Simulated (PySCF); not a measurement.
# Relaxation of singlet [SbH2]+

All numbers come from PBE0/[Sb def2-TZVP with ECP28, H def2-TZVP], scalar-relativistic core potentials, density fitting, no spin–orbit coupling, PySCF. A (50,194) grid was used.

A start displaced from a saddle point along its imaginary mode, of C2v symmetry, held to at least that symmetry:

```xyz
3
charge 1 multiplicity 1, angstrom
Sb   -0.0017    0.0011    0.0000
H     0.1007   -0.0653    1.6448
H     0.1007   -0.0653   -1.6448
```

Optimiser trace:
```csv
step,E − E(last) (kJ/mol),largest gradient (Eh/bohr)
0,310.04,0.04940
1,184.58,0.06707
2,75.81,0.02837
3,44.59,0.03079
4,19.23,0.02272
5,0.42,0.00233
6,0.00,0.00044
7,0.00,0.00008
```

It ends at C2v with Sb–H 1.709 Å (×2); H–Sb–H 90.2°. No frequency check is given, so it may be a saddle point.

Final geometry:
```xyz
3
charge 1 multiplicity 1, angstrom
Sb   -0.6082    0.3943    0.0000
H     0.4040   -0.2619    1.2105
H     0.4040   -0.2619   -1.2105
```
